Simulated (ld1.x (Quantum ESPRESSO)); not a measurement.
## Logarithmic derivatives: scandium, PAW

Sc (Z = 21), PAW, made with ld1.x (Quantum ESPRESSO) 7.5 (PBEsol, scalar-relativistic). Core [Ne], reference 3s2 3p6 3d1 4s2 4p0. Waves: 3s (bound): rcut 1.40, rcutus 1.70 bohr; 4s (bound): rcut 1.40, rcutus 1.70 bohr; 3p (bound): rcut 1.70, rcutus 2.10 bohr; 4p (bound, empty): rcut 1.70, rcutus 2.10 bohr; 3d (bound): rcut 2.80, rcutus 3.20 bohr; 3d channel at 1.05 Ry: rcut 2.80, rcutus 3.20 bohr; 4f channel at 0.15 Ry: rcut 2.70, rcutus 3.15 bohr; 4f channel at 2.75 Ry: rcut 2.70, rcutus 3.15 bohr. Local part: all-electron potential smoothed inside 1.60 bohr (lloc = -1). Core correction: Bessel-smoothed model core inside 1.55 bohr. Augmentation charge: BESSEL, radius 1.40 bohr.

The phase is arctan(r·u′/u) with u = r·R(r), unwrapped; energies in Ry, scanned from -6 to 5 Ry. A pole is an energy at which the radial function vanishes at the test radius. The pseudo phase is shifted by a multiple of π to meet the all-electron one at the reference energy, and phase errors are pseudo minus all-electron; the curves can meet again beyond the range given. Levels narrower than the energy grid can be missing from the lists of poles.

```csv
channel,radius (bohr),reference energy (Ry),"poles, all-electron","poles, pseudo",unbroken range about the reference energy with phases within 0.05 rad,phase error 1 Ry above the reference energy (rad)
s,3.49,-0.31,0.69,0.69,the whole range,+0.000
p,3.49,-0.11,"-2.46, 1.32","-2.46, -0.82, 0.42, 2.70",-0.5 to 0.0,-2.448
d,3.49,-0.24,"-0.12, 2.42","-0.12, 2.41",below 4.2,-0.001
f,3.49,0.15,2.55,"2.55, 3.15",below 3.1,+0.000
```

The ghost test of this file was not conclusive. Its overlap operator is not positive definite in a basis up to 400 Ry (lowest eigenvalue p -14.66), so the file is unfit for use: the generalised eigenproblem breaks down once the basis is large enough, and its test numbers describe a broken file.

Phases in the s channel:

| E (Ry) | all-electron | pseudo |
| --- | --- | --- |
| -6.00 | 1.448 | 1.448 |
| -5.74 | 1.444 | 1.444 |
| -5.48 | 1.441 | 1.441 |
| -5.22 | 1.437 | 1.437 |
| -4.96 | 1.433 | 1.433 |
| -4.70 | 1.429 | 1.429 |
| -4.44 | 1.423 | 1.423 |
| -4.18 | 1.416 | 1.416 |
| -3.92 | 1.419 | 1.419 |
| -3.66 | 1.409 | 1.409 |
| -3.40 | 1.400 | 1.400 |
| -3.14 | 1.391 | 1.391 |
| -2.88 | 1.381 | 1.381 |
| -2.62 | 1.369 | 1.369 |
| -2.36 | 1.354 | 1.354 |
| -2.10 | 1.336 | 1.336 |
| -1.84 | 1.312 | 1.312 |
| -1.58 | 1.279 | 1.279 |
| -1.32 | 1.230 | 1.230 |
| -1.06 | 1.151 | 1.151 |
| -0.80 | 0.996 | 0.996 |
| -0.54 | 0.583 | 0.583 |
| -0.28 | -0.501 | -0.501 |
| -0.02 | -1.179 | -1.179 |
| 0.24 | -1.407 | -1.407 |
| 0.50 | -1.517 | -1.517 |
| 0.76 | -1.586 | -1.586 |
| 1.02 | -1.640 | -1.640 |
| 1.28 | -1.689 | -1.689 |
| 1.54 | -1.744 | -1.743 |
| 1.80 | -1.813 | -1.812 |
| 2.06 | -1.920 | -1.918 |
| 2.32 | -2.130 | -2.122 |
| 2.58 | -2.682 | -2.654 |
| 2.84 | -3.710 | -3.676 |
| 3.10 | -4.221 | -4.207 |
| 3.36 | -4.416 | -4.408 |
| 3.62 | -4.514 | -4.508 |
| 3.88 | -4.573 | -4.569 |
| 4.14 | -4.614 | -4.610 |
| 4.40 | -4.644 | -4.641 |
| 4.66 | -4.668 | -4.665 |
| 4.92 | -4.689 | -4.685 |
